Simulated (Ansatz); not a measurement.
Program: Ansatz. Geometries: PBE0-D4/def2-TZVP. ΔE: electronic, gas phase. CCSD(T)/CBS is the MP2 limit (def2-TZVPP, def2-QZVPP) plus CCSD(T) − MP2 in def2-TZVPP, frozen cores. This one scheme is used for every species. def2 core potentials past Kr. For Sn outer-core shells are correlated without core-valence functions, which leaves a few kJ/mol of doubt a bond. Each species was taken in one conformer, which may not be the lowest.

Consider the ligand exchange at the Sn–C bond: `CC[CH2][SnH3]` + `[AlH2][SH]` → `[AlH2][S][SnH3]` + `CCC`.

**Question.** Is it downhill or uphill in electronic energy at CCSD(T)/CBS, and by how much? (Estimate.)

**Answer.** Ansatz gave: Downhill: ΔE = -92.2 kJ/mol.

**Question.** What do these levels give: MP2/def2-TZVPP, CCSD(T)/def2-TZVPP, HF/def2-QZVPP, MP2/def2-QZVPP, HF/CBS(def2), MP2/CBS(def2)? (An estimate is asked.)

**Answer.** Computed: MP2/def2-TZVPP -88.9, CCSD(T)/def2-TZVPP -86.5, HF/def2-QZVPP -104.6, MP2/def2-QZVPP -92.3, HF/CBS(def2) -104.7, MP2/CBS(def2) -94.6 kJ/mol.

Largest T1 diagnostic among the species: 0.013.

In def2-TZVPP, CCSD(T) changes the Hartree–Fock value by +17.8 kJ/mol (the triples alone add +0.6 kJ/mol) and MP2 by +15.4 kJ/mol. From PBE to PBE0 (25 % exact exchange), in def2-TZVPP and without D4, ΔE moves by −3.6 kJ/mol.
